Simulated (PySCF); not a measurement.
H₂O₃P, SMILES [P](=O)(O)O, multiplicity 2. Atoms are numbered in the order given.

```xyz
6

O      1.4970    -0.0612     0.5160
P      0.2220    -0.0072    -0.2885
O     -0.9478    -1.1521     0.0557
O     -0.6933     1.3374    -0.0087
H     -0.5489    -2.0461     0.0651
H     -1.6280     1.1600    -0.2417
```
Charge 0, spin multiplicity 2.

Geometry: PBE-D3(BJ)/def2-SVP. The isomer is the one that the SMILES or the coordinates give; other isomers of the formula were not compared. The values are those of a single conformer.

The numbers are results of PBE-D3(BJ)/def2-SVP in PySCF, not measurements.

Frequencies are harmonic and unscaled.

**Question.** List the normal modes with their intensities. (Estimate from the structure and the level; the computed values follow.)

**Answer.** 
| mode | ν (cm⁻¹) | IR (km/mol) | moving atoms (share of kinetic energy) |
|---|---|---|---|
| 1 | 150 | 157.3 | H 83 %, O 15 % |
| 2 | 207 | 39.3 | H 69 %, O 26 % |
| 3 | 333 | 38.0 | O 73 %, H 16 %, P 11 % |
| 4 | 361 | 7.4 | O 58 %, H 36 % |
| 5 | 423 | 25.7 | O 55 %, P 44 % |
| 6 | 752 | 82.0 | O 73 %, P 24 % |
| 7 | 806 | 172.1 | O 59 %, P 32 %, H 9 % |
| 8 | 934 | 125.3 | H 84 %, O 14 % |
| 9 | 949 | 62.1 | H 80 %, O 14 % |
| 10 | 1187 | 96.7 | O 57 %, P 40 % |
| 11 | 3678 | 94.4 | H 94 % |
| 12 | 3688 | 101.7 | H 94 % |
